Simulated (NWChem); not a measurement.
System: C2H4ClFSi; SMILES Cl/C([SiH3])=C\F

Question: Give the equilibrium geometry at PBE0/def2-SVP (NWChem) as a Z-matrix, with the point group.

Answer: point group Cs; any orientation.
```
C
C 1 1.3374
F 2 1.3194 1 123.78
H 2 1.0945 3 113.49 1 180.00
Cl 1 1.7364 2 119.74 4 180.00
Si 1 1.8747 2 123.67 4 0.00
H 6 1.4914 1 109.66 2 120.06
H 6 1.4914 7 109.18 1 -120.17
H 6 1.4941 7 110.10 8 -120.99
```
